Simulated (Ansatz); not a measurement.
Consider the formal exchange of groups at the Si–C bond: `O[SiH2]C#C[SiH3]` + `C=CCF` → `FC/C=C/[SiH3]` + `C#C[SiH2]O`.

Isolated molecules relaxed with PBE0-D4/def2-TZVP in Ansatz; ΔE leaves out vibrations. CCSD(T)/CBS is the MP2 limit (def2-TZVPP, def2-QZVPP) plus CCSD(T) − MP2 in def2-TZVPP, frozen cores. This one scheme is used for every species. DFT in def2-TZVPP. Each species was taken in one conformer, which may not be the lowest.

| level | ΔE (eV) |
| --- | --- |
| PBE-D4 | 0.34 |
| BLYP-D4 | 0.37 |
| PBE0-D4 | 0.34 |
| r2SCAN0-D4 | 0.36 |
| B2PLYP | 0.38 |
| revPBE | 0.38 |
| HF/def2-TZVPP | 0.41 |
| CCSD/CBS(def2) | 0.35 |

(1) What does CCSD(T)/CBS give? (An estimate is asked.)

Largest T1 diagnostic among the species: 0.012.

## Answers

(1) The calculation gave: +0.35 eV. The listed levels differ from it by -0.01, 0.02, -0.01, 0.01, 0.03, 0.03, 0.06, 0.00 eV.

Leaving LDA and LC-ωPBE aside and taking each functional with its dispersion term where it has one, the values, not all of them listed here, spread over 0.05 eV, from ωB97M-V to B2PLYP. LDA lies −0.05 eV from PBE without D4. In def2-TZVPP, CCSD(T) changes the Hartree–Fock value by −0.05 eV (the triples alone add −0.00 eV) and MP2 by −0.04 eV.
